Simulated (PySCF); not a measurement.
**`O=C/C=C/C=C(/[O-])Br`, [C₅H₄BrO₂]-, charge -1**

Geometry (Å), atoms numbered from 1 in this order:
```xyz
12

O     3.582   -0.322    0.218
C     2.462    0.167    0.085
C     1.225   -0.514    0.140
C     0.023    0.125   -0.022
C    -1.218   -0.502    0.024
C    -2.473    0.039   -0.124
O    -3.588   -0.408   -0.102
Br   -2.441    2.114   -0.464
H     2.370    1.263   -0.102
H     1.251   -1.581    0.318
H     0.048    1.194   -0.196
H    -1.240   -1.574    0.199
```

Total charge -1.

The calculation used quadratic response mPW1PW91/def2-SVPD first hyperpolarisability, Taylor convention, gas phase in PySCF. Geometry: GFN2-xTB.

The calculation is non-relativistic, which matters for the atoms heavier than Zn. For a gas-phase anion, states above the detachment energy (about 2.1 eV, taken as minus the energy of the highest occupied orbital) lie in the continuum and depend on the basis.

Task: Give the tensor of the static β(0;0,0) in the axes of these coordinates.

Result: In au, Taylor convention; rows are the first index (the induced dipole):
```csv
,xx,yy,zz,xy,xz,yz
x,-383.0,+121.6,+31.2,-350.0,+37.7,-28.5
y,-350.0,-253.2,-80.8,+121.6,-28.5,+21.5
z,+37.7,+21.5,+42.9,-28.5,+31.2,-80.8
```
Norm of βᵢ = ⅓ Σⱼ (βᵢⱼⱼ + βⱼᵢⱼ + βⱼⱼᵢ): 728.9 au, hyper-Rayleigh value 321.1 au.
